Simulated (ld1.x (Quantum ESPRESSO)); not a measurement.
Zn, PAW: configuration errors across variants

- Element: zinc
- Generator: ld1.x (Quantum ESPRESSO) 7.5
- Type: PAW
- Functional: PBE
- Relativity: scalar-relativistic
- Frozen core: [Ar]
- Valence charge: 12
- Reference configuration: 3d10 4s1.5 4p0 (charge +0.5)
- Partial waves: 4s (bound): rcut 1.65, rcutus 1.95 bohr; 4s channel at 0.2 Ry: rcut 1.65, rcutus 1.95 bohr; 4p (bound, empty): rcut 1.85, rcutus 2.35 bohr; 4p channel at 1.95 Ry: rcut 1.85, rcutus 2.35 bohr; 3d (bound): rcut 1.40, rcutus 1.55 bohr; 3d channel at 1.95 Ry: rcut 1.40, rcutus 1.55 bohr
- Local potential: all-electron potential smoothed inside 1.15 bohr (lloc = -1)
- Core correction: Bessel-smoothed model core inside 1.45 bohr
- Augmentation charge: BESSEL, radius 1.15 bohr

All-electron excitation energies from the reference (eV): (1) 3d10 4s2 4p0 -3.941; (2) 3d10 4s1 4p0 5.948; (3) 3d10 4s0 4p0 24.390; (4) 3d8 4s0 4p0 126.739; (5) 3d9 4s0 4p0 64.924; (6) 3d10 4s1 4p1 1.146; (7) 3d9 4s2 4p0 13.960.

Tests that are not counted but printed errors over 1 eV. “waves 3d (bound): rcut 1.32, rcutus 1.40 bohr; 3d channel at 1.95 Ry: rcut 1.32, rcutus 1.40 bohr”: 3d8 4s0 4p0 (solver errors, printed error -1032 eV); 3d9 4s0 4p0 (solver errors, printed error -1224 eV).

A true bound ghost makes a file unfit for plane-wave use even where its test errors are small: the radial tests pick states by their node count and pass the ghost by. Where a test does run into it, the solver fails or the error is huge.

Errors AE − PS in meV (a dash: test not solved or not reliable):

```csv
change,(1),(2),(3),(4),(5),(6),(7),bound ghosts
base,-0.2,-1.8,-14,-1100,-178,-0.4,-157,s
"waves 3d (bound): rcut 1.12, rcutus 1.18 bohr; 3d channel at 1.95 Ry: rcut 1.12, rcutus 1.18 bohr",+0.3,-0.7,-0.8,-1025,-176,-0.4,-130,s
"waves 3d (bound): rcut 1.32, rcutus 1.40 bohr; 3d channel at 1.95 Ry: rcut 1.32, rcutus 1.40 bohr",+0.1,-1.1,-5.6,–,–,-0.3,-148,s
"waves 3d (bound): rcut 1.40, rcutus 1.66 bohr; 3d channel at 1.95 Ry: rcut 1.40, rcutus 1.66 bohr",-0.2,-1.6,-13,-1094,-179,-0.3,-157,s
"waves 3d (bound): rcut 1.40, rcutus 1.90 bohr; 3d channel at 1.95 Ry: rcut 1.40, rcutus 1.90 bohr",-0.2,-1.6,-11,-1191,-187,-0.3,-169,s
"waves 3d (bound): rcut 1.40, rcutus 2.04 bohr; 3d channel at 1.95 Ry: rcut 1.40, rcutus 2.04 bohr",-0.4,-1.8,-11,-1269,-192,-0.3,-179,s
"waves 3d (bound): rcut 1.40, rcutus 2.34 bohr; 3d channel at 1.95 Ry: rcut 1.40, rcutus 2.34 bohr",-1.0,-3.0,-13,–,–,–,–,s
```

Q: Give the same row for: waves 3d (bound): rcut 0.94, rcutus 1.00 bohr; 3d channel at 1.95 Ry: rcut 0.94, rcutus 1.00 bohr.

A: +0.6, +0.5, +15, -1026, -168, -0.3, -118; bound ghosts: s.
